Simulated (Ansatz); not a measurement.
`Cl[SiH2][GeH2][Cl]`. Charge 0, multiplicity 1.

```xyz
8

Cl   -0.613   -1.144   -2.264
Si    0.702   -0.257   -0.960
Ge   -0.439    0.182    1.086
Cl   -1.998    1.605    0.616
H     1.840   -1.184   -0.737
H     1.188    1.009   -1.557
H    -1.134   -1.056    1.671
H     0.454    0.845    2.147
```

(1) What are the harmonic wavenumbers in cm⁻¹ at PBE0-D4/def2-TZVP (Ansatz, finite differences of forces, unscaled)? (An estimate is asked.)

(2) Is this a minimum?

(3) Give the ideal-gas thermochemistry at 298.15 K and 1 bar (rigid rotor, harmonic oscillator; point group C1, symmetry number 1).

(4) And at 400, 500, 600, 800 and 1000 K?

## Answers

(1) Ansatz gave: 32, 80, 132, 338, 394, 422, 491, 557, 637, 683, 732, 811, 857, 930, 2148, 2164, 2230, 2251.

(2) Yes, all 18 modes are real.

(3) Zero-point energy 95.0 kJ/mol; H(298) − E = 116.1 kJ/mol; entropy 371.2 J/(mol·K), of which translation 173.3, rotation 121.4, vibration 76.4; G(298) − E = 5.5 kJ/mol. Modes under 100 cm⁻¹ are hindered rotations or soft bends, so the harmonic entropy is rough.

(4) 
| T (K) | H − E (kJ/mol) | S (J/mol/K) | G − E (kJ/mol) |
| --- | --- | --- | --- |
| 400 | 127.6 | 404.1 | -34.0 |
| 500 | 140.1 | 432.0 | -75.9 |
| 600 | 153.6 | 456.5 | -120.3 |
| 800 | 182.5 | 498.1 | -215.9 |
| 1000 | 213.5 | 532.6 | -319.1 |
